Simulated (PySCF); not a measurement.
Compound: C2H8B2N2.
SMILES: `C#C[BH-]1[NH2+][BH2-][NH2+]1`

The closed-shell ground state was solved at several levels (PySCF, density fitting, gas phase, non-relativistic). Geometry: PBE0-D3(BJ)/def2-SVP; no solvent, vibrations or thermal averaging.

```json
{"level": "PBE0/pcSseg-1", "basis functions": "142", "total energy (Eh)": "-239.9426", "HOMO (eV)": "-7.37", "LUMO (eV)": "0.61", "gap (eV)": "7.98", "dipole (D)": "0.32"}
{"level": "CAM-B3LYP/def2-SVPD", "basis functions": "184", "total energy (Eh)": "-239.9762", "HOMO (eV)": "-8.78", "LUMO (eV)": "0.74", "gap (eV)": "9.52", "dipole (D)": "0.24"}
{"level": "B3LYP/pcJ-1", "basis functions": "242", "total energy (Eh)": "-240.2995", "HOMO (eV)": "-7.13", "LUMO (eV)": "0.36", "gap (eV)": "7.49", "dipole (D)": "0.30"}
```

(1) Estimate the row for KT3/pcSseg-2, a basis of 328 functions; the other rows only guide the guess.

(2) Over all these levels, which gives the widest orbital gap and which the narrowest?

(3) How far do the dipole and the HOMO energy spread over the levels?

Results:

(1) Total energy -244.2239 Eh, HOMO -6.22 eV, LUMO -0.74 eV, gap 5.48 eV, dipole 0.24 D.

(2) CAM-B3LYP/def2-SVPD (range-separated hybrid) has the widest, 9.52 eV, and KT3/pcSseg-2 (GGA) the narrowest, 5.48 eV. Functional and basis both differ between the two, so the spread mixes both effects.

(3) The dipole runs from 0.24 to 0.32 D (mean 0.27 D) and the HOMO from -8.78 to -6.22 eV.
